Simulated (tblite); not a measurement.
Computed with GFN2-xTB (tblite): harmonic, unscaled wavenumbers at the GFN2-xTB geometry, gas phase. This tight-binding method is rough: wavenumbers can miss measured ones by several per cent, in bad cases by 10 to 20. Modes of hydrogen on silicon can be 10 to 20 % off. One conformer each. Thermal functions are those of the rigid rotor and harmonic oscillator, without mixing of conformers.

Question: Order these by their zero-point energy, highest first (kcal/mol).
A. `c1cc([SiH]2CC2)ccc1Cl`
B. `C=C1CCO[SiH2]1`
C. `Cl[SiH2][C@@H]1CC(=C)/C1=C/C#C`
D. `C1(=C\C[SiH2]N)/C(=C)CC1`
E. `FC(F)O[C@@H]([SiH3])[C@@H](F)[SiH3]`

Answer: D (111.3), A (87.8), C (84.1), E (69.0), B (67.5).

```tsv
SMILES	atoms	mass (u)	symmetry number	modes under 300 cm⁻¹	ZPE (kcal/mol)	S translation (cal/(mol K))	S rotation	S vibration	S	Cp
C=C1CC/C1=C\C[SiH2]N	22	139.08	1	8	111.3	43.3	31.5	59.2	133.9	66.8
Clc1ccc([SiH]2CC2)cc1	19	168.02	1	7	87.8	43.9	32.3	51.8	127.9	61.0
C#C/C=C1/C(=C)C[C@H]1[SiH2]Cl	19	168.02	1	9	84.1	43.9	32.7	61.9	138.4	63.6
FC(F)O[C@@H]([SiH3])[C@@H](F)[SiH3]	18	174.01	1	10	69.0	44.0	32.3	66.2	142.4	64.5
C=C1CCO[SiH2]1	14	100.03	1	3	67.5	42.3	28.5	27.6	98.4	41.9
```

Entropies and Cp are for 500 K and 1 bar.
